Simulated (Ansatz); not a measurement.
System: AgCl, charge 0, multiplicity 3. The spin state was set by rule; other spins were not relaxed. SMILES of the parent species: [Ag][Cl]
Coordinates optimised at B3LYP-D3(BJ)/def2-TZVP (Ansatz, a program for electronic structure):
```
Ag
Cl 1 2.5264
```
Charge 0, spin multiplicity 3.

Computed values are from Ansatz. Correlated levels leave the core frozen unless marked. Open shells are spin-unrestricted. No spin-orbit coupling. The frozen core is the preceding noble-gas configuration, with the filled d and f shells of earlier blocks. Past Kr the def2 sets carry scalar-relativistic core potentials. CBS(X,Y): correlation extrapolated as X^-3; Hartree-Fock from the larger set.

### Question
What is the T1 diagnostic at CCSD/def2-QZVPPD?

### Answer
0.025.

### Question
What is the total energy at CCSD(T)/CBS(def2-TZVPPD,def2-QZVPPD)?

### Answer
-606.2495 Eh.

### Question
What is the dipole moment at CCSD(T)/def2-SVPD?

### Answer
1.97 D.

### Question
What is the atomisation energy De at CCSD(T)/CBS(def2-TZVPPD,def2-QZVPPD)?

### Answer
-3.6 kcal/mol.
